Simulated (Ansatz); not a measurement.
Ansatz (a quantum-chemistry and plane-wave program) was given this input:
Ansatz 0.2 input:
```yaml
crystal:
  periodic: [false, false, false]
  atoms:
    - {symbol: Si, position_ang: [1.02786580, -0.53374027, -0.01003020]}
    - {symbol: S, position_ang: [-0.79987047, 0.50345971, 0.01180767]}
    - {symbol: H, position_ang: [-1.59219374, -0.58299159, -0.04849990]}
basis:
  gaussian:
    orbitals: def2-TZVP
hamiltonian:
  xc: pbe0
total_charge: 1
```

Problem. What does this run give for the total energy, number of basis functions?

Solution. 
```
Quantity                         Result
-------------------------  ------------
total energy               -687.7231 Eh
number of basis functions            80
```
